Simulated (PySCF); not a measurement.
# A series of derivatives of [SiH3][Si]1([SiH3])[SiH2]CS1

Parent skeleton `[SiH3:1][Si:2]1([SiH3:3])[SiH2:4][CH2:5][S:6]1`; one hydrogen on atom 1 is replaced by X. Hydrogens on one atom are averaged.

Method: shieldings: GIAO PBE0/pcSseg-1, geometry from GFN2-xTB, in PySCF (no relativistic terms, in vacuum, one computed conformer, rapidly exchanging positions averaged).

Referencing at the same level of theory: 29Si (349.16 ppm), 13C (186.93 ppm), 1H (31.72 ppm) against TMS; 33S (503.73 ppm) against CS2.

Parent (X = H): Si1 -105.9, Si2 -19.1, Si3 -105.9, Si4 -39.3, C5 14.5, S6 -163.9, H(Si1) 3.78, H(Si3) 3.78, H(Si4) 5.12 ppm. Effects are Δδ = δ(X) − δ(H), positive for deshielding.

Task: Order these by the shift of H(Si1), most shielded first.
A. X = NH2
B. X = CH2F
C. X = SH
D. X = OH

Result: B (+0.64 ppm), C (+1.41 ppm), A (+1.56 ppm), D (+1.95 ppm).

Task: Order these by the shift of Si3, most shielded first.
A. X = NH2
B. X = SH
C. X = CH2F

Result: A (+0.6 ppm), C (+2.5 ppm), B (+9.4 ppm).

Task: Order these by the shift of S6, most shielded first.
A. X = OH
B. X = CH2F
C. X = SH
D. X = NH2

Result: D (-26.8 ppm), A (-14.7 ppm), B (-9.5 ppm), C (+0.4 ppm).
